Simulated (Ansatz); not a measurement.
```yaml
crystal:
  periodic: [false, false, false]
  atoms:
    - {symbol: B, position_ang: [-1.781445, 0.489122, 0.256191]}
    - {symbol: C, position_ang: [-0.201834, 0.249807, 0.431616]}
    - {symbol: B, position_ang: [0.521139, 0.064277, 1.682990]}
    - {symbol: C, position_ang: [0.399933, -0.040546, -0.725471]}
    - {symbol: C, position_ang: [0.942858, -0.233490, -1.797942]}
    - {symbol: H, position_ang: [-2.385491, 0.591212, 1.322078]}
    - {symbol: H, position_ang: [-2.326201, 0.319853, -0.750970]}
    - {symbol: H, position_ang: [1.813260, -0.326941, 1.783492]}
    - {symbol: H, position_ang: [-0.086433, 0.047999, 2.756971]}
    - {symbol: H, position_ang: [1.253287, -1.268173, -2.258159]}
    - {symbol: H, position_ang: [1.539435, 0.605036, -2.307393]}
basis:
  gaussian: {orbitals: cc-pVTZ-DK, fitting: {mean_field: def2-universal-jkfit}}
magnetization: {spin_polarized: true, initial_magnetization: 3}
hamiltonian: {xc: {name: wPBEh}, pseudopotentials: {relativity: scalar}}
scf: {lower_state_search: light}
```

```sh
$ ansatz run in.yaml --threads 2 --pin off --events-out ev --progress --plain --max-ram 4352MiB
```

It prints (some lines left out):

```
Error: a molecule whose nuclei and cores have a total charge of 34 cannot have a net charge of 0 together with 3 unpaired electrons
```

Q: What is wrong with this run?

A: The number of unpaired electrons doesn't fit the electron count. The input was rejected before any iteration.
